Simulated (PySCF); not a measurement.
Isomers of C10H12, mass 132.094 u with the commonest isotopes. Theory: PySCF, PBE0-D3(BJ)/def2-SVP geometry optimisation, gas phase. One conformer each, none proved a minimum here; rigid rotors.

Question: Order these by rotational constant A, largest first.
A. `C#C[C@@H]1C[C@H]2C=C[C@@H]1CC2`
B. `[CH2:1]=[C:2]([CH3:3])[c:4]1[cH:5][cH:6][cH:7][c:8]([CH3:9])[cH:10]1` with C1–C2–C4–C5 26°
C. `[CH2:1]=[CH:2][c:3]1[cH:4][cH:5][c:6]([CH2:7][CH3:8])[cH:9][cH:10]1` with C1–C2–C3–C4 1°, C5–C6–C7–C8 87° (4-ethylstyrene)

Answer: C (3973 MHz), A (2483 MHz), B (2425 MHz).

Question: Order these by rotational constant B, smallest first.
A. `[CH2:1]=[CH:2][c:3]1[cH:4][cH:5][c:6]([CH2:7][CH3:8])[cH:9][cH:10]1` with C1–C2–C3–C4 1°, C5–C6–C7–C8 87°
B. `C([C@@H]1C[C@H]2C=C[C@@H]1CC2)#C`
C. `[CH2:1]=[C:2]([CH3:3])[c:4]1[cH:5][cH:6][cH:7][c:8]([CH3:9])[cH:10]1` with C1–C2–C4–C5 26°

Answer: A (685.4 MHz), C (950.7 MHz), B (1146 MHz).

Question: Order these by radius of gyration √(Σ m r²/M), largest first.
A. `[CH2:1]=[CH:2][c:3]1[cH:4][cH:5][c:6]([CH2:7][CH3:8])[cH:9][cH:10]1` with C1–C2–C3–C4 1°, C5–C6–C7–C8 87° (4-ethylstyrene)
B. `C#C[C@@H]1C[C@H]2C=C[C@@H]1CC2`
C. `[CH2:1]=[C:2]([CH3:3])[c:4]1[cH:5][cH:6][cH:7][c:8]([CH3:9])[cH:10]1` with C1–C2–C4–C5 26°

Answer: A (2.523 Å), C (2.350 Å), B (2.030 Å).

```json
{"SMILES": "C=C(C)c1cccc(C)c1", "point group": "C1", "Ia (u·Å²)": "208.44", "Ib (u·Å²)": "531.60", "Ic (u·Å²)": "718.89", "κ": "-0.71", "μa (D)": "0.38", "μb (D)": "0.58", "μc (D)": "0.02"}
{"SMILES": "C=Cc1ccc(CC)cc1", "point group": "C1", "Ia (u·Å²)": "127.20", "Ib (u·Å²)": "737.36", "Ic (u·Å²)": "817.04", "κ": "-0.96", "μa (D)": "0.64", "μb (D)": "0.02", "μc (D)": "0.02"}
{"SMILES": "C#C[C@@H]1C[C@H]2C=C[C@@H]1CC2", "point group": "C1", "Ia (u·Å²)": "203.56", "Ib (u·Å²)": "441.05", "Ic (u·Å²)": "443.58", "κ": "-0.99", "μa (D)": "0.60", "μb (D)": "0.11", "μc (D)": "0.05"}
```
